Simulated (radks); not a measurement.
Results of a calculation; reference values are marked as such.
Problem. Radial electron density D(r) = 4 pi r^2 rho(r) of an atom or ion with 0.5 electrons. Code: a radial shooting solver on a logarithmic mesh with Libxc functionals. Model: scalar-relativistic Kohn-Sham, PBEsol, spin-polarised, spherical densities, finite nucleus; Fermi nuclear charge, rms radius of each element as measured or else 0.836 A^(1/3) + 0.57 fm.

```
   r/bohr * D(r) (the largest magnitude, 0.837, reaches the edge; | marks zero)
    0.021 |*
  0.02275 | *
  0.02445 | *
  0.02628 | *
  0.02846 |  *
  0.03059 |  *
  0.03287 |  *
  0.03561 |   *
  0.03827 |   *
  0.04146 |    *
  0.04455 |     *
  0.04788 |      *
  0.05186 |      *
  0.05574 |       *
   0.0599 |         *
  0.06489 |          *
  0.06973 |           *
  0.07554 |             *
  0.08118 |              *
  0.08724 |                *
   0.0945 |                  *
   0.1016 |                    *
     0.11 |                       *
   0.1182 |                         *
   0.1271 |                           *
   0.1376 |                              *
   0.1479 |                                 *
    0.159 |                                    *
   0.1722 |                                       *
   0.1851 |                                         *
   0.2005 |                                            *
   0.2154 |                                               *
   0.2315 |                                                 *
   0.2508 |                                                   *
   0.2695 |                                                    *
   0.2896 |                                                     *
   0.3138 |                                                      *
   0.3372 |                                                      *
   0.3653 |                                                     *
   0.3925 |                                                    *
   0.4218 |                                                  *
    0.457 |                                               *
   0.4911 |                                            *
    0.532 |                                        *
   0.5717 |                                    *
   0.6144 |                                *
   0.6656 |                           *
   0.7153 |                       *
   0.7686 |                   *
   0.8327 |               *
   0.8948 |           *
   0.9694 |        *
    1.042 |      *
    1.119 |    *
    1.213 |  *
    1.303 | *
    1.401 |*
    1.517 |*
     1.63 *
    1.766 *
    1.898 *
```

What is the nuclear charge?

Solution. Z = 3. The innermost maximum, from 1s, lies near gamma/Z bohr with gamma = sqrt(1 - (Z/c)^2) = 1.000, here 0.333 bohr (found: 0.324), and its height grows with Z. The density is that of the lithium ion Li2.5+ in 1s(up 0.5, down 0); the configuration itself is not fixed sharply by these data. D(r) has 1 maximum, at r = 0.324 bohr.
